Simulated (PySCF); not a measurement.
This PySCF input asks for the NMR shieldings of `InChI=1S/C3H13ClSi4/c1-2-6-8(3-4)7-5/h2,8H,1,3,6-7H2,5H3/t8-/m0/s1`; the geometry comes from GFN2-xTB.

```python
import basis_set_exchange as bse
import numpy as np
from pyscf import gto, dft
from pyscf.prop import nmr

atoms = """
C    -2.477705    0.165113    2.217020
C    -2.756521   -0.796562    1.352051
Si   -2.076559   -0.906537   -0.402392
Si   -0.367446    0.651007   -0.683450
C     0.381899    0.289776   -2.418284
Cl    1.701011    1.451170   -2.739229
Si    1.430983    0.728275    0.808809
Si    3.403536   -0.314864    0.175725
H    -2.896863    0.193350    3.212036
H    -1.808452    0.976120    1.971549
H    -3.436352   -1.579666    1.666322
H    -3.238217   -0.777989   -1.299604
H    -1.613193   -2.293896   -0.587039
H    -0.959132    1.990902   -0.886191
H    -0.334222    0.405734   -3.227349
H     0.820655   -0.702718   -2.493650
H     1.686933    2.130532    1.180032
H     0.930653    0.145250    2.069965
H     3.763114   -1.391037    1.104255
H     4.544427    0.599321    0.120560
H     3.292531   -0.946337   -1.141608
"""
names = dict.fromkeys(["C", "Si", "Cl", "H"], "pcSseg-1")
basis = {el: gto.basis.parse(bse.get_basis(n, elements=[el], fmt="nwchem")) for el, n in names.items()}
mol = gto.M(atom=atoms, basis=basis, charge=0, verbose=0)
mf = dft.RKS(mol, xc="PBE0")
mf.grids.level = 2
mf.grids.alignment = dft.numint.BLKSIZE   # the property module wants whole blocks of grid points
mf.conv_tol = 1e-9
mf.kernel()

calc = nmr.RKS(mf)   # GIAO
C = mf.mo_coeff
Co = C[:, mf.mo_occ > 0]
resp = mf.gen_response(singlet=True, hermi=2)
def vind(x):   # induced exchange potential for any number of trial vectors
    d = np.einsum("pi,xij,qj->xpq", C, 2 * x.reshape(-1, C.shape[1], Co.shape[1]), Co, optimize=True)
    return np.einsum("xpq,pi,qj->xij", resp(d - d.transpose(0, 2, 1)), C, Co, optimize=True).ravel()
mo1, _ = nmr.rhf.solve_mo1(calc, with_cphf=vind)
sigma = calc.kernel(mo1)
for i, s in enumerate(sigma):   # ppm
    print("%2d %-2s %9.2f" % (i, mol.atom_pure_symbol(i), np.trace(s) / 3))
```

Question: What does it print?

Answer: 
```
 0 C      41.37
 1 C      47.97
 2 Si    422.28
 3 Si    416.61
 4 C     155.42
 5 Cl    870.24
 6 Si    480.56
 7 Si    466.57
 8 H      25.30
 9 H      25.83
10 H      25.17
11 H      27.27
12 H      27.48
13 H      27.29
14 H      28.51
15 H      28.81
16 H      28.08
17 H      28.32
18 H      28.17
19 H      28.06
20 H      28.21
```

These numbers come from an equivalent density-fitted implementation of the same equations, which agrees with the script to about 0.01 ppm for H and up to a few tenths of a ppm for heavy atoms, so last digits may differ.

Question: Turn these shieldings into chemical shifts. References, each an isolated molecule treated in the same way: $^{13}$C (186.93 ppm) and $^{29}$Si (349.16 ppm) and $^{1}$H (31.72 ppm) vs TMS; HCl for $^{35}$Cl (949.78 ppm).

Answer: Averaging equivalent atoms: C 0: 145.6; C 1: 139.0; C 4: 31.5; Si 3: -67.5; Si 2: -73.1; Si 7: -117.4; Si 6: -131.4; Cl 5: 80; H 10: 6.55; H 8: 6.42; H 9: 5.88; H 11: 4.45; H 13: 4.42; H 12: 4.23; H 16: 3.64; H 18/19/20: 3.57; H 17: 3.39; H 14: 3.21; H 15: 2.91 ppm. 

Size and cost of the density-fitted run: 236 basis functions, 40 s wall time on 1 thread of an Intel Xeon 6975P-C, shared host; peak memory 1 GiB.
